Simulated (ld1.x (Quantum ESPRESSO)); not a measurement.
# zinc (Zn), TM: configuration errors across variants

Zn (Z = 30), norm-conserving Troullier–Martins (Kleinman–Bylander form), made with ld1.x (Quantum ESPRESSO) 7.5 (PBE, scalar-relativistic). Core [Ne] 3s2, reference 3p6 3d10 4s1.75 4p0 (charge +0.25). Waves: 3p (bound): rc 0.60 bohr; 3d (bound): rc 0.75 bohr; 4f channel at 0.35 Ry: rc 1.95 bohr; 4s (bound): rc 2.05 bohr. Local part: the s channel. Core correction: none.

All-electron excitation energies from the reference (eV): (1) 3p6 3d10 4s2 4p0 -1.729; (2) 3p6 3d10 4s0 4p0 26.602; (3) 3p6 3d9 4s0 4p0 67.136; (4) 3p6 3d10 4s0 4p2 8.829; (5) 3p5 3d10 4s2 4p0 90.303; (6) 3p6 3d9 4s2 4p1 10.515.

Tests that are not counted but printed errors over 1 eV. “local potential all-electron potential smoothed inside 1.25 bohr (lloc = -1)”: 3p5 3d10 4s2 4p0 (solver errors, printed error -10.2 eV).

4 further variants failed, have other tests or another functional or relativity, and are left out.

A true bound ghost makes a file unfit for plane-wave use even where its test errors are small: the radial tests pick states by their node count and pass the ghost by. Where a test does run into it, the solver fails or the error is huge.

Errors AE − PS in meV (a dash: test not solved or not reliable):

```csv
change,(1),(2),(3),(4),(5),(6),bound ghosts
base,0.0,-33,-277,-1676,-458,-1301,none
wave 4f channel at 0.35 Ry: rc 1.95 bohr becomes 4f channel at 0.35 Ry: rc 1.42 bohr,0.0,-33,-277,-1676,-458,-1301,none
wave 3p (bound): rc 0.60 bohr becomes 3p (bound): rc 0.42 bohr,0.0,-33,-276,-1678,-412,-1300,not determined
wave 3d (bound): rc 0.75 bohr becomes 3d (bound): rc 0.46 bohr,0.0,-33,-248,-1676,-448,-1282,not determined
"all radii scaled by about 0.72 (s 1.48, p 0.44, d 0.54, f 1.40 bohr)",0.0,-25,-265,-1599,-372,-1229,not determined
wave 4f channel at 0.35 Ry: rc 1.95 bohr becomes 4f channel at 6.83 Ry: rc 1.95 bohr,0.0,-33,-277,-1676,-458,-1301,none
local potential all-electron potential smoothed inside 1.25 bohr (lloc = -1),-0.1,-29,+43,-121,–,-158,s
type RRKJ,0.0,-32,-277,-1676,-459,-1299,none
```

Task: Give the same row for: wave 4s (bound): rc 2.05 bohr becomes 4s (bound): rc 2.12 bohr.

Result: 0.0, -33, -289, -1678, -452, -1299; bound ghosts: none.
